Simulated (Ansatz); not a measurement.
Ideal-gas functions of C2H4BF (`FB1CC1`) at 298.15 K and 1 bar, from an Ansatz frequency run at PBE0-D4/def2-TZVP.

Molar mass 57.86 g/mol, point group C2v (symmetry number 2), electronic degeneracy 1, moments of inertia 24.917, 83.813, 102.148 u Å². Harmonic wavenumbers (cm⁻¹, unscaled): 246, 406, 466, 655, 671, 937, 944, 958, 972, 1096, 1173, 1393, 1394, 1616, 3125, 3127, 3191, 3205.

Use S(trans) = R[1.5 ln M + 2.5 ln T − 1.1517]; rotational temperatures θ = 24.2544 K / I; S(rot) = R[ln(√π/σ · √(T³/θAθBθC)) + 1.5]; for each mode x = 1.438777 ν̃/T, S = R[x/(eˣ − 1) − ln(1 − e⁻ˣ)] and H = RT x/(eˣ − 1); 1 cm⁻¹ = 0.0119627 kJ/mol; R = 8.31446 J/(mol·K).

Problem. By hand: the entropy, in J/(mol·K).

Solution. Translation 159.5. Rotation: θ = 0.9734, 0.2894, 0.2374 K, giving 93.8. Vibration, mode by mode: 7.36, 3.94, 3.13, 1.52, 1.43, 0.50, 0.49, 0.46, 0.44, 0.27, 0.19, 0.08, 0.08, 0.03, 0.00, 0.00, 0.00, 0.00, in all 19.9. Electronic 0.0. Sum 273.2 J/(mol·K).

Problem. By hand: H − E and G − E in kJ/mol, counted from the electronic energy.

Solution. Zero-point energy ½ × 25575 × 0.0119627 = 153.0; thermal vibration 4.0; translation, rotation and pV give 4 RT = 9.9. H − E = 166.9 kJ/mol, and G − E = 166.9 − 298.15 × 273.2/1000 = 85.4 kJ/mol.

Vibration gives 7 % of the entropy.
